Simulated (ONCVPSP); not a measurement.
# Varying the ONCV potential for Os (Z = 76)

Base potential:

```
Element                 : Os (Z = 76)
Generator               : ONCVPSP 4.0.1
Type                    : optimised norm-conserving Vanderbilt (ONCV)
Functional              : PBEsol
Relativity              : scalar-relativistic
Frozen core             : [Kr] 4d10 4f14 5s2
Valence charge          : 14
Reference configuration : 5p6 5d6 6s2
Partial waves           : 6s: rc 2.60 bohr, ncon 4, nbas 8, qcut 2.5 1/bohr, 2 projectors, debl 3.2 Ha; 5p: rc 1.75 bohr, ncon 4, nbas 9, qcut 8.7 1/bohr, 3 projectors, debl 2.5 Ha; 5d: rc 1.60 bohr, ncon 4, nbas 8, qcut 5.5 1/bohr, 1 projector
Local potential         : polynomial inside 1.55 bohr (lpopt 4, dvloc0 2 Ha)
Core correction         : Teter function, fcfact 3.5, rcfact 1.55
```

Cutoffs, loose and tight: the cutoffs (Ha) at which the residual kinetic energy of the hardest occupied pseudo-wave falls to 1 and 0.1 mHa per electron. They do not see the model core or the augmentation charge, which bear on the density cutoff. Test errors are all-electron minus pseudo excitation energies from the reference, over the configurations 5p6 5d6 6s1; 5p6 5d6 6s0; 5p6 5d5 6s0; 5p6 5d5 6s2 6p1. A dash means not determined; rows that change the core or the reference have their own tests.

| change | outcome | cutoff, loose | cutoff, tight | bound ghosts | GHOST(+) flags above zero | largest test error (meV) |
| --- | --- | --- | --- | --- | --- | --- |
| base | generated | 21 Ha | 50 Ha | none | s | -41 |
| core correction Teter function, fcfact 3.5, rcfact 1.04 | generated | 21 Ha | 50 Ha | none | s | -39 |
| core correction Teter function, fcfact 3.5, rcfact 1.24 | generated | 21 Ha | 50 Ha | none | s | -40 |
| core correction Teter function, fcfact 3.5, rcfact 1.4 | generated | 21 Ha | 50 Ha | none | s | -41 |
| core correction Teter function, fcfact 3.5, rcfact 1.62 | generated | 21 Ha | 50 Ha | none | s | -42 |

(1) What comes out with this change to the base: core correction Teter function, fcfact 3.5, rcfact 1.82?

(2) What comes out with this change to the base: core correction Teter function, fcfact 3.5, rcfact 2.02?

## Answers

(1) outcome: generated; cutoff, loose: 21 Ha; cutoff, tight: 50 Ha; bound ghosts: none; GHOST(+) flags above zero: s; largest test error (meV): -94.

(2) outcome: generated; cutoff, loose: 21 Ha; cutoff, tight: 50 Ha; bound ghosts: none; GHOST(+) flags above zero: s; largest test error (meV): -283.

Reading the sweep of the rcfact (base included, trends over the rows without a ghost): The loose cutoff stays near 21 Ha. The median size of the test errors (rows with all tests solved) rises from 13.2 meV at 1.04 to 72.9 meV at 2.02.
